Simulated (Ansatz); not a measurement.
Basis-set extrapolation for ClH5OSSi2, SMILES `O[SiH2]S[SiH2]Cl` (PBE0-D4/def2-TZVP geometry, frozen core, Ansatz). Multiplicity 1, RHF reference.

```tsv
	def2-TZVPP	def2-QZVPP
HF	-1512.917499	-1512.963436
MP2 correlation	-0.850227	-0.925844
CCSD(T) correlation	-0.946633	not run
```

Energies in hartree. Use E(X) = E(∞) + A·exp(−7.88·√X) for Hartree–Fock and E(X) = E(∞) + B·X^(−2.97) for correlation, with X = 3 and 4, and add CCSD(T) minus MP2 of the smaller set to the MP2 limit.

Problem. What is the CCSD(T) energy at the basis-set limit?

Solution. HF limit: -1512.963436 + (-0.045937) × 0.13774 = -1512.96976. MP2 limit: -0.925844 + (-0.075617) × 0.74074 = -0.98186. Higher-order term: -0.946633 − (-0.850227) = -0.09641. Total: -1514.04803 hartree, 482.8 kJ/mol below CCSD(T)/def2-TZVPP.
